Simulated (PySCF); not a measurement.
Isomers of C6H13OP, mass 132.070 u with the commonest isotopes. Method: PBE0/pcSseg-1 in PySCF (dipole) on a GFN2-xTB geometry, gas phase. One conformer each, none proved a minimum here; rigid rotors.

Question: Order these by rotational constant A, largest first.
A. `[CH3:1][P@@H:2](=[O:3])[CH:4]1[CH2:5][CH2:6][CH2:7][CH2:8]1` with C1–P2–C4–C5 82°, P2–C4–C5–C6 90°, C4–C5–C6–C7 1°, C5–C6–C7–C8 25°, C6–C7–C8–C4 -41°
B. `[CH3:1][C@H:2]1[CH2:3][CH2:4][P@H:5](=[O:6])[CH2:7][CH2:8]1` with C1–C2–C3–C4 -172°, C2–C3–C4–P5 -59°, C3–C4–P5–O6 175°, C4–P5–C7–C8 -48°
C. `[CH3:1][C@@H:2]1[CH2:3][CH2:4][C@@H:5]([CH3:6])[PH:7]1=[O:8]` with C1–C2–C3–C4 -163°, C2–C3–C4–C5 53°, C3–C4–C5–C6 -160°, C4–C5–P7–O8 134°
D. `[CH3:1][C:2](=[O:3])[CH2:4][PH:5][CH:6]([CH3:7])[CH3:8]` with C1–C2–C4–P5 -77°, C2–C4–P5–C6 -153°, C4–P5–C6–C7 165°
E. `[CH3:1][O:2][CH2:3][CH2:4][PH:5][CH:6]1[CH2:7][CH2:8]1` with C1–O2–C3–C4 -175°, O2–C3–C4–P5 35°, C3–C4–P5–C6 179°, C4–P5–C6–C7 -96°
F. `[CH3:1][C@@H:2]1[CH2:3][C@@H:4]([CH3:5])[P@H:6](=[O:7])[CH2:8]1` with C1–C2–C3–C4 -69°, C2–C3–C4–C5 -157°, C3–C4–P6–O7 135°, C4–P6–C8–C2 18°

Answer: E (5224 MHz), B (3696 MHz), D (3617 MHz), A (2973 MHz), C (2468 MHz), F (2070 MHz).

Question: Order these by dipole moment, smallest first.
A. `[CH3:1][O:2][CH2:3][CH2:4][PH:5][CH:6]1[CH2:7][CH2:8]1` with C1–O2–C3–C4 -175°, O2–C3–C4–P5 35°, C3–C4–P5–C6 179°, C4–P5–C6–C7 -96°
B. `[CH3:1][C@@H:2]1[CH2:3][CH2:4][C@@H:5]([CH3:6])[PH:7]1=[O:8]` with C1–C2–C3–C4 -163°, C2–C3–C4–C5 53°, C3–C4–C5–C6 -160°, C4–C5–P7–O8 134°
C. `[CH2:1]=[CH:2][P@@H:3](=[O:4])[C@@H:5]([CH3:6])[CH2:7][CH3:8]` with C1–C2–P3–O4 -6°, C2–P3–C5–C6 64°, P3–C5–C7–C8 -63°
D. `[CH3:1][C@H:2]1[CH2:3][CH2:4][P@H:5](=[O:6])[CH2:7][CH2:8]1` with C1–C2–C3–C4 -172°, C2–C3–C4–P5 -59°, C3–C4–P5–O6 175°, C4–P5–C7–C8 -48°
E. `[CH3:1][C@@H:2]1[CH2:3][C@@H:4]([CH3:5])[P@H:6](=[O:7])[CH2:8]1` with C1–C2–C3–C4 -69°, C2–C3–C4–C5 -157°, C3–C4–P6–O7 135°, C4–P6–C8–C2 18°
F. `[CH3:1][C:2](=[O:3])[CH2:4][PH:5][CH:6]([CH3:7])[CH3:8]` with C1–C2–C4–P5 -77°, C2–C4–P5–C6 -153°, C4–P5–C6–C7 165°

Answer: A (1.85 D), F (2.77 D), C (3.66 D), B (4.04 D), E (4.19 D), D (4.56 D).

Question: Order these by radius of gyration √(Σ m r²/M), largest first.
A. `[CH3:1][C@H:2]1[CH2:3][CH2:4][P@H:5](=[O:6])[CH2:7][CH2:8]1` with C1–C2–C3–C4 -172°, C2–C3–C4–P5 -59°, C3–C4–P5–O6 175°, C4–P5–C7–C8 -48°
B. `[CH3:1][C:2](=[O:3])[CH2:4][PH:5][CH:6]([CH3:7])[CH3:8]` with C1–C2–C4–P5 -77°, C2–C4–P5–C6 -153°, C4–P5–C6–C7 165°
C. `[CH2:1]=[CH:2][P@@H:3](=[O:4])[C@@H:5]([CH3:6])[CH2:7][CH3:8]` with C1–C2–P3–O4 -6°, C2–P3–C5–C6 64°, P3–C5–C7–C8 -63°
D. `[CH3:1][C@@H:2]1[CH2:3][C@@H:4]([CH3:5])[P@H:6](=[O:7])[CH2:8]1` with C1–C2–C3–C4 -69°, C2–C3–C4–C5 -157°, C3–C4–P6–O7 135°, C4–P6–C8–C2 18°
E. `[CH3:1][C@@H:2]1[CH2:3][CH2:4][C@@H:5]([CH3:6])[PH:7]1=[O:8]` with C1–C2–C3–C4 -163°, C2–C3–C4–C5 53°, C3–C4–C5–C6 -160°, C4–C5–P7–O8 134°
F. `[CH3:1][P@@H:2](=[O:3])[CH:4]1[CH2:5][CH2:6][CH2:7][CH2:8]1` with C1–P2–C4–C5 82°, P2–C4–C5–C6 90°, C4–C5–C6–C7 1°, C5–C6–C7–C8 25°, C6–C7–C8–C4 -41°
G. `[CH3:1][O:2][CH2:3][CH2:4][PH:5][CH:6]1[CH2:7][CH2:8]1` with C1–O2–C3–C4 -175°, O2–C3–C4–P5 35°, C3–C4–P5–C6 179°, C4–P5–C6–C7 -96°

Answer: G (2.412 Å), B (2.358 Å), C (2.090 Å), A (2.066 Å), F (1.972 Å), E (1.941 Å), D (1.901 Å).

```json
{"SMILES": "C[C@@H]1CC[C@@H](C)[PH]1=O", "point group": "C1", "Ia (u·Å²)": "204.77", "Ib (u·Å²)": "321.97", "Ic (u·Å²)": "468.49", "κ": "-0.29", "μa (D)": "1.15", "μb (D)": "3.50", "μc (D)": "1.66"}
{"SMILES": "COCCPC1CC1", "point group": "C1", "Ia (u·Å²)": "96.73", "Ib (u·Å²)": "693.05", "Ic (u·Å²)": "746.85", "κ": "-0.98", "μa (D)": "1.24", "μb (D)": "1.33", "μc (D)": "0.30"}
{"SMILES": "C[C@@H]1C[C@@H](C)[P@H](=O)C1", "point group": "C1", "Ia (u·Å²)": "244.14", "Ib (u·Å²)": "291.49", "Ic (u·Å²)": "419.29", "κ": "0.22", "μa (D)": "1.51", "μb (D)": "3.36", "μc (D)": "2.01"}
{"SMILES": "C[P@@H](=O)C1CCCC1", "point group": "C1", "Ia (u·Å²)": "169.98", "Ib (u·Å²)": "389.05", "Ic (u·Å²)": "468.08", "κ": "-0.77", "μa (D)": "1.70", "μb (D)": "3.56", "μc (D)": "0.26"}
{"SMILES": "C=C[P@@H](=O)[C@@H](C)CC", "point group": "C1", "Ia (u·Å²)": "173.16", "Ib (u·Å²)": "438.01", "Ic (u·Å²)": "542.28", "κ": "-0.78", "μa (D)": "0.45", "μb (D)": "3.61", "μc (D)": "0.40"}
{"SMILES": "C[C@H]1CC[P@H](=O)CC1", "point group": "Cs", "Ia (u·Å²)": "136.75", "Ib (u·Å²)": "447.31", "Ic (u·Å²)": "543.27", "κ": "-0.86", "μa (D)": "4.51", "μb (D)": "0.00", "μc (D)": "0.70"}
{"SMILES": "CC(=O)CPC(C)C", "point group": "C1", "Ia (u·Å²)": "139.72", "Ib (u·Å²)": "655.44", "Ic (u·Å²)": "673.21", "κ": "-0.99", "μa (D)": "1.96", "μb (D)": "1.92", "μc (D)": "0.39"}
```
